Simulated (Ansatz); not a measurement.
Consider the substitution at a C–N bond: `CN(C)[SiH2]O` + `[GeH3][TeH]` → `C[Te][GeH3]` + `CN[SiH2]O`.

Calculated with Ansatz (gas phase, PBE0-D4/def2-TZVP geometries, no zero-point term in ΔE). CCSD(T)/CBS adds triple-zeta CCSD(T) − MP2 to the extrapolated MP2 energy (def2 sets, frozen cores). Functionals use def2-TZVPP. B3LYP here is the variant with VWN-RPA as its local correlation; programs differ in this. def2 core potentials past Kr. For Ge, Te outer-core shells are correlated without core-valence functions, which leaves a few kJ/mol of doubt a bond. Scalar relativity is left out up to krypton. One conformer a species, not always the lowest.

`CN(C)[SiH2]O`:

Cartesian coordinates in Å:
```
C -1.504 -0.436 0.286
N -0.101 -0.098 0.316
C 0.753 -1.198 0.686
Si 0.481 1.368 -0.336
O 0.518 1.502 -1.982
H -1.730 -1.207 -0.464
H -1.835 -0.814 1.262
H -2.104 0.445 0.048
H 1.795 -0.874 0.729
H 0.686 -2.036 -0.024
H 0.483 -1.587 1.677
H 1.857 1.521 0.207
H -0.443 2.456 0.054
H 1.145 0.957 -2.459
```

`[GeH3][TeH]`:

Cartesian coordinates in Å:
```
Ge -0.333 -0.391 -0.424
Te 1.329 1.412 0.302
H -1.763 -0.004 -0.019
H -0.216 -0.457 -1.952
H 0.037 -1.747 0.194
H 0.947 1.188 1.899
```

`C[Te][GeH3]`:

```xyz
9

C    -0.267    1.678    0.400
Te   -0.690    0.528   -1.365
Ge    0.253   -1.634   -0.405
H    -0.811    1.267    1.247
H    -0.609    2.692    0.200
H     0.804    1.682    0.590
H     0.092   -2.718   -1.480
H    -0.515   -2.036    0.866
H     1.741   -1.460   -0.052
```

`CN[SiH2]O`:

Z-matrix (Å, degrees):
```
C
N 1 1.446
H 1 1.097 2 113.4
H 1 1.093 2 109.4 3 -120.0
H 1 1.094 2 111.4 3 121.9
Si 2 1.705 1 125.5 3 97.3
H 2 1.008 1 113.7 3 -65.2
O 6 1.652 2 118.0 1 -83.0
H 6 1.489 2 105.4 1 38.4
H 6 1.479 2 107.7 1 160.6
H 8 0.958 6 117.8 2 73.7
```

| level | ΔE (kcal/mol) | difference from CCSD(T)/CBS |
| --- | --- | --- |
| B97M-V | -6.1 | 2.3 |
| PBE0-D4 | -6.6 | 1.8 |
| B3LYP-D4 | -6.8 | 1.6 |
| r2SCAN0-D4 | -6.6 | 1.8 |
| ωB97X-V | -6.1 | 2.3 |
| B2PLYP | -7.4 | 1.0 |
| r2SCAN | -7.1 | 1.3 |
| B3LYP | -7.2 | 1.2 |
| RPA@PBE/def2-TZVPP | -6.3 | 2.1 |
| CCSD/def2-SVP | -1.3 | 7.1 |
| MP2/def2-TZVPP | -8.0 | 0.4 |
| SCS-MP2/def2-TZVPP | -7.6 | 0.8 |
| CCSD/def2-TZVPP | -6.6 | 1.8 |
| MP2/def2-QZVPP | -9.0 | -0.6 |
| SCS-MP2/def2-QZVPP | -8.4 | 0.0 |
| HF/CBS(def2) | -6.2 | 2.2 |
| CCSD(T)/CBS | -8.4 | 0 |

Largest T1 diagnostic among the species: 0.011.

At CCSD(T), def2-SVP lies +7.1 kcal/mol from the extrapolated value and def2-TZVPP +1.5 kcal/mol. Leaving LDA and LC-ωPBE aside and taking each functional with its dispersion term where it has one, the values, not all of them listed here, spread over 1.7 kcal/mol, from B2PLYP to CAM-B3LYP-D4. LDA lies +3.3 kcal/mol from PBE without D4. From BLYP to BHLYP (50 % exact exchange), in def2-TZVPP and without D4, ΔE moves by +1.3 kcal/mol.
